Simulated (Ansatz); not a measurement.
Ansatz (a first-principles code) input (RI-MP2/def2-QZVPPD):
A basis named .json is the Basis Set Exchange file of that set.

Ansatz 0.2 input:
```yaml
crystal:
  periodic: [false, false, false]
  atoms:
    - {symbol: B, position_ang: [-0.00000000, -0.00000000, -1.33023868]}
    - {symbol: Cl, position_ang: [0.00000000, 0.00000000, 0.39124667]}
basis:
  gaussian:
    orbitals: def2-QZVPPD.json
    fitting: {mean_field: def2-universal-jkfit, correlation: def2-QZVPPD-RIFIT.json}
magnetization: {spin_polarized: false}
correlation: {method: mp2, electrons: outside_noble_gas}
```

End of the output:

```
integrals: 0.05 GiB planned
203 factors; integrals over basis functions are off by at most 1.5e0 eV
340 factors; integrals over basis functions are off by at most 7.5e-1 eV
mean field: 0.20 GiB planned
mean field evaluation 1: about -13174.2485 eV, gradient 1.0e1 eV
mean field evaluation 2: about -13174.6231 eV, gradient 5.2e0 eV
mean field evaluation 4: about -13174.7162 eV, gradient 4.8e-1 eV
mean field evaluation 8: about -13174.7185 eV, gradient 2.5e-6 eV
mean field -13174.71845961 eV, -484.1619732456 hartree, gradient 2.5e-6 eV, S^2 0.000000; 0 other end points of the search recorded, 0 dependent functions left out; unrestricted orbitals would lower it
6 core orbitals not correlated
reference -13174.71845961 eV, -484.1619732456 hartree; 5, 5 occupied and 131, 131 virtual orbitals, 340 factors
second order -7.72981382 eV of doubles, -0.00000000 eV of singles
Total energy: -13182.44827342 eV, -484.4460386639 hartree
```
